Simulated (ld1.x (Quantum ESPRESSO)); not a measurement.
Results of a calculation; reference values are marked as such.
**Potentials for Al compared**

Generated with ld1.x 7.5 (TM, RRKJ, ultrasoft, PAW), atompaw 4.2 or ONCVPSP 4.0.1. The cutoff is in Ry: for ld1.x and atompaw files where the sum of valence levels is converged to 10 mRy in a Bessel basis, for ONCV files where the hardest occupied wave has 1 mHa per electron of residual kinetic energy. The error is the largest all-electron minus pseudo excitation energy over each file’s own four to seven test configurations (ionisations up to +4, promotions, holes and added fractions of an electron), all of which were solved. The labels leave out finer settings (local radius, basis sizes, second energies), which also bear on the numbers. Spin-polarised tests are not counted. The rows are a selection from randomly drawn settings: files with unsolved tests, undetermined cutoffs or missed reference levels are left out.

```csv
potential,cutoff (Ry),largest error (meV),bound ghosts
"TM, PBEsol, scalar-relativistic, rc 1.65/2.55/2.45 (spd), local smoothed, core correction yes, reference 3s2 3p0.5",10,+17,none
"ultrasoft, PBE, non-relativistic, rc 2.20/2.70 (sp), local smoothed, core correction yes, reference 3s2 3p0",6,-16,none
"PAW, LDA (PZ), scalar-relativistic, rc 2.05/3.05/3.60 (spd), local smoothed, core correction yes, reference 3s2 3p1",6,-26,none
"ultrasoft, PBE, scalar-relativistic, rc 2.15/2.50 (sp), local smoothed, core correction yes, reference 3s2 3p1",6,+18,none
```

(1) Fill in the row for Al: TM, PBE, scalar-relativistic, rc 1.50/2.95/3.05 (spd), local s, core correction no, reference 3s2 3p1.

(2) Fill in the row for Al: ultrasoft, PW91, scalar-relativistic, rc 2.25/1.60/2.05 (spd), local smoothed, core correction yes, reference 3s1 3p0.

## Answers

(1) cutoff 25 Ry, largest error +50 meV, bound ghosts: none.

(2) cutoff 6 Ry, largest error +7.8 meV, bound ghosts: none.
